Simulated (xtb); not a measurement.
CH3Cl3Sn, charge -1, doublet, geometry from GFN2-xTB (such geometries of metal compounds can be far from the true shape) (a state made from the parent by changing its charge; the spin is typed, not shown lowest). Base run: GFN2-xTB (xtb).

Input for xtb:
```
$ xtb mol.xyz --gfn 2 --chrg -1 --uhf 1 --json

# file mol.xyz
8

C     -2.80617644    -0.40162275     0.12082347
Sn    -0.24461394    -0.03500939     0.01053216
Cl     0.89982516    -1.44031537    -1.75298602
Cl     0.41061725     2.34994459    -0.51604998
Cl     0.94662883    -0.58659495     2.17185494
H     -2.94846383    -1.38425721     0.54586184
H     -3.19286124     0.38524350     0.75152957
H     -3.16113030    -0.33236290    -0.89686246
```

The base run was repeated with changes; each row names its change, and settings that it needs were set with it.

| change | ΔE vs base (kJ/mol) | G_solv (kcal/mol) | SCF cycles |
|---|---|---|---|
| base | 0.00 | - | 13 |
| acc = 30 | 0.00 | - | 10 |
| acc = 0.1 | 0.00 | - | 15 |
| alpb = cs2 | -163.7 | -39.95 | 14 |
| alpb = acetonitrile | -206.6 | -51.40 | 14 |
| acc = 0.0001 | 0.00 | - | 22 |
| acc = 1000 | 0.97 | - | 7 |

ALPB and GBSA are two models with their own fitted parameters for each solvent, which aren't always the measured dielectric constant.
